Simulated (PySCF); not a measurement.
# How methods differ on the ionisation energy of Er(62+)

Er(62+) [He] 2s2 2p2 (3P) → Er(63+) [He] 2s2 2p1 (2P), as a difference of total energies. Calculation: PySCF 2.14, in an even-tempered Gaussian basis (17 s from 39 bohr⁻², ratio 2.2; 10 p from 51 bohr⁻², ratio 2.2; 5 d from 190 bohr⁻², ratio 2.4; 5 f from 280 bohr⁻², ratio 2.4; 4 g from 430 bohr⁻², ratio 2.4); no relativity, point nucleus. Correlated levels: nothing frozen; virtual orbitals above 40 to 60 times the deepest correlated orbital energy dropped. The calculations carry no spin-orbit coupling.

| method | ionisation energy (eV) |
| --- | --- |
| UHF | 14049.0 |
| LDA | 14041.7 |
| PBE | 14046.4 |
| PBE0 | 14047.3 |
| r2SCAN | 14051.7 |
| B97-3 | 14046.4 |
| PBEsol | 14043.4 |
| MP2 (all electrons) | 14046.6 |
| SCS-MP2 (all electrons) | 14045.8 |

**Question.** How much does correlation contribute at MP2 (all electrons)?

**Answer.** 14046.6 − (14049.0) = -2.4 eV, measured against UHF.

Spin-orbit coupling is strong in these open shells (close to jj coupling). The scalar numbers leave it out and a first-order estimate fails, so it can dominate the gap to the real levels.

The gap to the reference is mostly relativistic.

For comparison: 15146 ± 15 eV (theoretical estimate listed by NIST; NIST Atomic Spectra Database, ionization energies).
